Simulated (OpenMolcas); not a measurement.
## Pr: from RASSCF to RASPT2

```
Program             : OpenMolcas 26.06
Basis               : ANO-RCC-VTZP [8s7p5d3f2g1h]
Scalar Hamiltonian  : DKH2, point nucleus
Active space        : 3 electrons in 12 orbitals (RAS2 4f; RAS3 5d, at most 1 electron)
State averaging     : 2S+1 = 4 odd, 35 roots (30 in the spin-orbit step); 2S+1 = 2 odd, 112 roots (43 in the spin-orbit step); 2S+1 = 4 even, 105 roots (97 in the spin-orbit step); 2S+1 = 2 even, 108 roots kept (CI in the orbitals of an earlier block)
Spin-orbit coupling : RASSI with atomic mean-field integrals over the reference wave functions, term energies averaged over their components
```

Methods on the same reference wave functions:
A. RASSCF
B. SS-RASPT2, IPEA 0.25 Eh, imaginary shift 0.1 Eh (closed shells correlated: 5s 5p 6s)

Energies in cm⁻¹ above 4f³ 6s² ⁴I°_9/2, the measured ground level; measured values from NIST Handbook of Basic Atomic Spectroscopic Data.

| Level | A | B | Measured |
| --- | --- | --- | --- |
| 4f² 5d 6s² ⁴I_9/2 [52 %] | -1738 | 5310 |  |
| 4f² 5d 6s² ⁴K_11/2 [72 %] | -1669 | 6340 | 4867 |
| 4f³ 6s² ⁴I°_9/2 | 0.0 | 0.0 | 0.0 |
| 4f² 5d 6s² ⁴I_11/2 | 302 | 7290 | 6313 |
| 4f² 5d 6s² ⁴K_13/2 | 410 | 8490 | 6604 |
| 4f² 5d 6s² ⁴G_5/2(1) | 807 | 7740 |  |
| 4f³ 6s² ⁴I°_11/2 | 1458 | 1534 | 1377 |
| 4f² 5d 6s² ⁴H_7/2(1) [62 %] | 1757 | 7710 |  |
| 4f² 5d 6s² ⁴G_7/2(1) [64 %] | 1949 | 8950 |  |
| 4f² 5d 6s² ⁴I_13/2 | 2120 | 9060 | 7951 |
| 4f² 5d 6s² ⁴K_15/2 | 2504 | 10590 |  |
| 4f³ 6s² ⁴I°_13/2 | 3057 | 3160 | 2847 |
| 4f² 5d 6s² ⁴I_15/2 | 4048 | 10990 |  |
| 4f³ 6s² ⁴I°_15/2 | 4752 | 4830 | 4381 |
| 4f² 5d 6s² ⁴G_11/2(1) [67 %] | 5227 | 12380 |  |
| 4f² 5d 6s² ⁴H_7/2(2) | 6253 | 11620 |  |
| 4f² 5d 6s² ⁴F_3/2(1) | 6731 | 11260 |  |
| 4f² 5d 6s² ⁴F_5/2(1) [61 %] | 7846 | 12640 |  |

A puts 4f² 5d 6s² ⁴I_9/2 [52 %] lowest.

Deviations, from unrounded energies. A percentage is the sum of absolute deviations over the sum of measured energies, with the sign that they share, or ± where signs differ.

```
                  Against measurement  Levels      A      B
       mean absolute deviation (cm-1)       7   3600    910
fine structure of the ground term (%)       3   +7.7  +10.8
             other configurations (%)       4  -95.5  +21.2
```

B lies closest to measurement on these levels. The largest miss of B in the table is 4f² 5d 6s² ⁴K_13/2, by +1900 cm-1. The ranking rests on the paired levels alone, and a cruder setting can come out closer through cancelling errors.

The lowest spin-free term lies below A's lowest term by 0.368 hartree in B.

Term energies are means over components that CASPT2 splits; among the terms shown or strongly mixed into the levels shown the widest spread is 1300 cm-1 (4f³ 6s² ⁴I°, B). Over all roots computed the reference weight is 0.80 to 0.87 in B; the roots of lowest weight are the least certain, and an intruder state may touch them. High states are left out of the spin-orbit mixing, which shifts the levels that they would mix with. Without dynamic correlation excited terms often stand tens of per cent too high (terms of higher spin than the ground term too low), and those without a measured partner can miss by more than the paired ones (holds for A). The lowest computed level is not the ground level that NIST lists (4I*9/2) (holds for A). Each CASPT2 term energy is a mean over a sample of three components (holds for B). Measured partners are found by configuration, term and J. A level has none where our copy of the source lacks it or the pairing is in doubt (some pairs that miss far off the trend of their configuration count as doubtful), and it then counts in no deviation. Levels of configurations outside the active space are missing. The table leaves out levels that lie high or whose names do not pair safely across all columns.

A share in square brackets marks a mixed level and gives the weight of the term that names it, the lowest over the columns. A number in round brackets counts repeated terms of one configuration in the order of the reference energies. ° marks odd parity.
